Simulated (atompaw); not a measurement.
# An all-electron radial function and its pseudo partner (strontium (Sr))

Columns: radius, all-electron u(r) and pseudo u(r) of the 4d shell (level -1.40 eV) of strontium in the configuration [Ar] 3d10 4s2 4p6 4d0 5s2 5p0; LDA (PW92), scalar-relativistic, PAW (atompaw) scheme, atompaw 4.2.0.5.

| r (bohr) | all-electron | pseudo |
| --- | --- | --- |
| 0.108 | -0.0651 | 0.0003 |
| 0.215 | -0.1714 | 0.0025 |
| 0.323 | -0.2049 | 0.0084 |
| 0.431 | -0.1684 | 0.0193 |
| 0.538 | -0.0945 | 0.0362 |
| 0.646 | -0.0051 | 0.0600 |
| 0.754 | 0.0853 | 0.0903 |
| 0.862 | 0.1696 | 0.1269 |
| 0.969 | 0.2438 | 0.1681 |
| 1.077 | 0.3082 | 0.2133 |
| 1.185 | 0.3621 | 0.2605 |
| 1.292 | 0.4059 | 0.3074 |
| 1.400 | 0.4413 | 0.3530 |
| 1.508 | 0.4691 | 0.3951 |
| 1.615 | 0.4902 | 0.4321 |
| 1.723 | 0.5058 | 0.4636 |
| 1.831 | 0.5168 | 0.4886 |
| 1.938 | 0.5238 | 0.5068 |
| 2.046 | 0.5276 | 0.5190 |
| 2.154 | 0.5287 | 0.5255 |
| 2.262 | 0.5277 | 0.5273 |
| 2.369 | 0.5249 | 0.5256 |
| 2.477 | 0.5206 | 0.5214 |
| 2.585 | 0.5153 | 0.5156 |
| 2.692 | 0.5091 | 0.5091 |
| 2.800 | 0.5021 | 0.5021 |

How many radial nodes do the two functions have?

The all-electron 4d function has n − l − 1 = 1; the pseudo-wave has 0, since the states of the same l below it are removed with the core.

Where does each function peak?

Outermost all-electron maximum near 2.15 bohr, pseudo maximum near 2.26 bohr (to the table’s step).

Is the pseudo-wave norm-conserving?

No, it belongs to a PAW set: the norm inside the radius is not constrained, and the difference is carried by the augmentation charge.
